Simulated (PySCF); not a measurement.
C5H10O, SMILES CCOC1CC1.

Geometry: r2SCAN-D4/def2-SVP. Other conformers were not sampled.

Computed with PBE/def2-TZVP in PySCF.

Gas-phase values at a fixed geometry.

### Question
Estimate the frontier levels, gap, dipole moment and polarisability. (The exact figures need the calculation; the answer reports its results.)

### Answer

```yaml
highest_occupied_level: -5.69 eV
lowest_empty_level: 0.59 eV
orbital_gap: 6.28 eV
dipole_moment: 0.207 e·Å
quadrupole, principal values (traceless, Buckingham form, about the centre of nuclear charge): -2.92, -0.01, 2.93 D·Å
mean_static_polarisability: 67.0 bohr³ (9.94 Å³)
polarisability_principal_values: 59.5, 61.8, 79.9 bohr³
```
